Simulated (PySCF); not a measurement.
## Polarisability and C₆ of O⁺ (oxygen, charge +1)

[He] 2s1 2p3 3s1, high-spin 6S determinant (an excited configuration). Computed with PySCF 2.14 in aug-cc-pCVQZ-DK (9s8p6d4f2g, 109 functions), with the spin-free X2C one-electron Hamiltonian (Gaussian nucleus). Coupled (time-dependent) response in atomic units; α is the mean over directions.

```csv
method,mean α (bohr³),C₆ (like pair),S(−4)
UHF,86.29,558.2,8955
PBE,73.06,436.0,6461
PBE0,77.77,479.2,7278
```

S(−4) is the Cauchy moment in α(ω) = α(0) + S(−4) ω² + …

α(iu) at PBE0:

```tsv
u (hartree)	α(iu) (bohr³)
0	77.77
0.0500	63.07
0.100	40.47
0.200	17.15
0.300	9.172
0.500	4.135
0.750	2.317
1.00	1.591
1.50	0.9568
2.00	0.6585
3.00	0.3706
5.00	0.1643
```

A single London oscillator, α(iu) = α/(1 + u²/ω²), gives C₆ = (3/4) ω α². Matching the computed C₆ needs ω = 4 × 479.2 / (3 × 77.77²) = 0.106 hartree.

For an ion, C₆ is the dispersion term alone; charge-induced terms of lower order in 1/R come first.

The outer electron is Rydberg-like, and this basis confines it to a smaller radius and binds it less than a complete one would.
